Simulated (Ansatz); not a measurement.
Consider the formal exchange of groups at the Al–Si bond: `[CH3][AlH][SiH2]Cl` + BH₃ → `[BH2][AlH][CH3]` + `[SiH3]Cl`.

Calculated with Ansatz (gas phase, PBE0-D4/def2-TZVP geometries, no zero-point term in ΔE). CBS: MP2 limit from def2 TZ/QZ plus the TZ coupled-cluster correction, frozen cores. This one scheme is used for every species. One conformer a species, not always the lowest.

| species | MP2/def2-QZVPP energy (Eh) |
| --- | --- |
| `[CH3][AlH][SiH2]Cl` | -1032.44960 |
| BH₃ | -26.52238 |
| `[BH2][AlH][CH3]` | -308.33910 |
| `[SiH3]Cl` | -750.62061 |

**Question.** Work out ΔE.

**Answer.** ΔE = (-308.33910) + (-750.62061) − (-1032.44960) − (-26.52238) = 0.01227 Eh = +0.33 eV. CCSD(T)/CBS gives +0.32 eV.

Largest T1 diagnostic among the species: 0.010.

At CCSD(T), def2-SVP lies −0.06 eV from the extrapolated value and def2-TZVPP −0.01 eV. In def2-TZVPP, CCSD(T) changes the Hartree–Fock value by +0.03 eV (the triples alone add +0.01 eV) and MP2 by +0.06 eV. Leaving LDA and LC-ωPBE aside and taking each functional with its dispersion term where it has one, the values, not all of them listed here, spread over 0.06 eV, from B97M-V to HSE06-D4.
